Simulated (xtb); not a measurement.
xtb input (GFN2-xTB):

```bash
xtb mol.xyz --gfn 2 --sp --chrg 0 --uhf 0
```
mol.xyz:
```
7

W      0.00432352    -0.01620327     0.00235466
H      0.67534237     1.52778282     0.42717042
H     -0.32034178     0.43507741     1.64420452
H     -0.88043414    -1.41661366     0.71390872
H      1.63469902    -0.19174819    -0.61143174
H     -0.03956297     1.07968962    -1.34364703
H     -1.38964281    -0.23514632    -1.00444950
```

End of the output:

```
         :::::::::::::::::::::::::::::::::::::::::::::::::::::
         ::                     SUMMARY                     ::
         :::::::::::::::::::::::::::::::::::::::::::::::::::::
         :: total energy              -5.615796549968 Eh    ::
         :: gradient norm              0.095144335236 Eh/a0 ::
         :: HOMO-LUMO gap              2.064269046036 eV    ::
         ::.................................................::
         :: SCC energy                -5.630032715887 Eh    ::
         :: -> isotropic ES           -0.298030729050 Eh    ::
         :: -> anisotropic ES         -0.006790339224 Eh    ::
         :: -> anisotropic XC          0.005643014535 Eh    ::
         :: -> dispersion             -0.006529436051 Eh    ::
         :: repulsion energy           0.014236165919 Eh    ::
         :: add. restraining           0.000000000000 Eh    ::
         :: total charge              -0.000000000000 e     ::
         :::::::::::::::::::::::::::::::::::::::::::::::::::::

           -------------------------------------------------
          |                Property Printout                |
           -------------------------------------------------

    * Orbital Energies and Occupations

         #    Occupation            Energy/Eh            Energy/eV
      -------------------------------------------------------------
         1        2.0000           -0.6696985             -18.2234
         2        2.0000           -0.5468694             -14.8811
         3        2.0000           -0.5371444             -14.6164
         4        2.0000           -0.4998398             -13.6013
         5        2.0000           -0.3662832              -9.9671
         6        2.0000           -0.3529976              -9.6056 (HOMO)
         7                         -0.2771371              -7.5413 (LUMO)
Note: The following floating-point exceptions are signalling: IEEE_DENORMAL
normal termination of xtb
         8                         -0.2705414              -7.3618
         9                         -0.2504741              -6.8157
        10                         -0.0219015              -0.5960
        11                         -0.0184269              -0.5014
        12                          0.2794921               7.6054
        13                          0.8008610              21.7925
        14                          1.0079571              27.4279
        15                          1.4753224              40.1456
      -------------------------------------------------------------
                  HL-Gap            0.0758605 Eh            2.0643 eV
             Fermi-level           -0.3150673 Eh           -8.5734 eV

     #   Z          covCN         q      C6AA      α(0)
     1  74 W        5.441     1.427   352.762    41.424
     2   1 H        0.914    -0.307    23.896     7.646
     3   1 H        0.916    -0.208    11.455     5.294
     4   1 H        0.873    -0.321    26.714     8.093
     5   1 H        0.907    -0.075     4.778     3.419
     6   1 H        0.914    -0.307    23.896     7.646
     7   1 H        0.916    -0.208    11.455     5.294

 Mol. C6AA /au·bohr⁶  :       1797.399447
 Mol. C8AA /au·bohr⁸  :     102268.817315
 Mol. α(0) /au        :         78.816246

Wiberg/Mayer (AO) data.
largest (>0.10) Wiberg bond orders for each atom

 ---------------------------------------------------------------------------
     #   Z sym  total        # sym  WBO       # sym  WBO       # sym  WBO
 ---------------------------------------------------------------------------
     1  74 W    5.361 --     5 H    0.948     3 H    0.913     7 H    0.913
                             2 H    0.875     6 H    0.875     4 H    0.837
     2   1 H    0.906 --     1 W    0.875
     3   1 H    0.957 --     1 W    0.913
     4   1 H    0.897 --     1 W    0.837
     5   1 H    0.994 --     1 W    0.948
     6   1 H    0.906 --     1 W    0.875
     7   1 H    0.957 --     1 W    0.913
 ---------------------------------------------------------------------------

Topologies differ in total number of bonds
Writing topology from bond orders to xtbtopo.mol

molecular dipole:
                 x           y           z       tot (Debye)
 q only:        0.616      -0.750      -0.059
   full:        0.543      -0.924       0.015       2.724
molecular quadrupole (traceless):
                xx          xy          yy          xz          yz          zz
 q only:        2.357      -3.856      -1.708      -0.047       1.944      -0.649
  q+dip:        2.660      -3.650      -2.300      -0.099       2.088      -0.360
   full:        2.431      -3.318      -2.077      -0.110       1.885      -0.354

           -------------------------------------------------
          | TOTAL ENERGY               -5.615796549968 Eh   |
          | GRADIENT NORM               0.095144335236 Eh/α |
          | HOMO-LUMO GAP               2.064269046036 eV   |
           -------------------------------------------------

------------------------------------------------------------------------
------------------------------------------------------------------------
 total:
 SCF:
```

This state (charge 0, singlet) is run at the relaxed geometry of the species with charge -1 and multiplicity 2.
